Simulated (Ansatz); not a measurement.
Job for Ansatz (a first-principles code): R-CCSD(T)/cc-pV(D+d)Z on H2 (SMILES [H][H]). The basis file is the Basis Set Exchange's JSON of that set.

Ansatz 0.2 input:
```yaml
crystal:
  periodic: [false, false, false]
  atoms:
    - {symbol: H, position_ang: [0.00000000, 0.00000000, 0.37198582]}
    - {symbol: H, position_ang: [-0.00000000, -0.00000000, -0.37198582]}
basis:
  gaussian:
    orbitals: cc-pV_D+d_Z.json
magnetization: {spin_polarized: false}
correlation: {method: ccsd_t, electrons: outside_noble_gas}
scf: {lower_state_search: off}
```

It printed:

```
WARN ansatz: RAYON_NUM_THREADS=4 ignored (pool sized by the plan → 4); use --threads N
Functional definition: HF
these checks for a lower state are left out or cut short: stability, starts, cluster_reference, orbital_swaps, neighbouring_geometries, increment
integrals: 0.00 GiB planned
84 factors; integrals over basis functions are off by at most 1.4e-3 eV
mean field: 0.04 GiB planned
mean field evaluation 1: about -30.6428 eV, gradient 3.7e0 eV
mean field evaluation 2: about -30.6423 eV, gradient 3.7e0 eV
mean field evaluation 4: about -30.7145 eV, gradient 2.8e-2 eV
mean field evaluation 8: about -30.7144 eV, gradient 2.5e-7 eV
mean field -30.71444859 eV, -1.1287351666 hartree, gradient 2.5e-7 eV, S^2 0.000000; 0 other end points of the search recorded, 0 dependent functions left out
reference -30.71444859 eV, -1.1287351666 hartree; 1, 1 occupied and 9, 9 virtual orbitals, 84 factors
second order -0.71857632 eV of doubles, -0.00000000 eV of singles
coupled cluster: 0.04 GiB planned
cycle   1  -0.87997097 eV  change   -1.6e-1 eV  update   2.6e-2
cycle   2  -0.94439147 eV  change   -6.4e-2 eV  update   8.9e-3
cycle   3  -0.94541012 eV  change   -1.0e-3 eV  update   1.2e-3
cycle   4  -0.94547963 eV  change   -7.0e-5 eV  update   1.2e-4
cycle   5  -0.94544471 eV  change    3.5e-5 eV  update   1.1e-5
cycle   6  -0.94545110 eV  change   -6.4e-6 eV  update   1.6e-6
cycle   7  -0.94544968 eV  change    1.4e-6 eV  update   2.0e-7
perturbative correction -0.00000000 eV, -0.0000000000 hartree
Total energy: -31.65989827 eV, -1.1634798015 hartree
Checks for a lower state left out: stability, starts, cluster_reference, orbital_swaps, neighbouring_geometries, increment
```

Self-consistency was reached.

Cost: around 0.21 core-seconds (rough).
